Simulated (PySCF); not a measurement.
Isomers of C5H4F4O. Computed with TDDFT PBE0/def2-SVPD, vertical, gas phase, core orbitals frozen in the response in PySCF 2.14.0, density-fitted response routines. Geometries: GFN2-xTB; one conformer of each isolated species. Triplets are in the Tamm–Dancoff approximation.

Task: Rank by computed lowest singlet excitation energy, lowest first.
A. `FC(OC1=C[C@@H](C1)F)(F)F`
B. `C/C=C(/C(=O)F)C(F)(F)F`
C. `O=C(F)C1(C(F)(F)F)CC1`
D. `C=C(OCF)C(F)=C(F)F`

Result: B (5.12 eV), D (5.85 eV), C (6.14 eV), A (7.03 eV).

```
                 SMILES  S1 (eV)  gap (eV)  f (S1)  first f ≥ 0.01 (nm)  T1 (eV)  α (au)    S1 mainly
 C/C=C(/C(=O)F)C(F)(F)F     5.12      6.61   0.000                  199     3.76    67.2  H-1→L (96%)
     C=C(OCF)C(F)=C(F)F     5.85      6.03   0.520                  212     3.35    72.4    H→L (96%)
  O=C(F)C1(C(F)(F)F)CC1     6.14      8.51   0.000                  160     5.58    61.4    H→L (98%)
F[C@H]1C=C(OC(F)(F)F)C1     7.03      7.64   0.192                  176     4.45    63.6    H→L (93%)
```

H and L stand for HOMO and LUMO.

- `C/C=C(/C(=O)F)C(F)(F)F`: Löwdin shares by element: HOMO carbon 69% or more, oxygen 10% (atoms not listed hold the other 21%); LUMO carbon 64% or more, oxygen 15% (atoms not listed hold the other 22%).
- `C=C(OCF)C(F)=C(F)F`: Löwdin shares by element: HOMO carbon 73% or more (atoms not listed hold the other 27%); LUMO carbon 74% or more (atoms not listed hold the other 26%).
- `O=C(F)C1(C(F)(F)F)CC1`: Löwdin shares by element: HOMO oxygen 66%, carbon 17% or more, fluorine 10% or more; LUMO carbon 44% or more, oxygen 28%, fluorine 10% or more (atoms not listed hold the other 17%).
- `F[C@H]1C=C(OC(F)(F)F)C1`: Löwdin shares by element: HOMO carbon 68% or more, oxygen 12% (atoms not listed hold the other 20%); LUMO carbon 62% or more, oxygen 9%, hydrogen 6% or more (atoms not listed hold the other 22%).
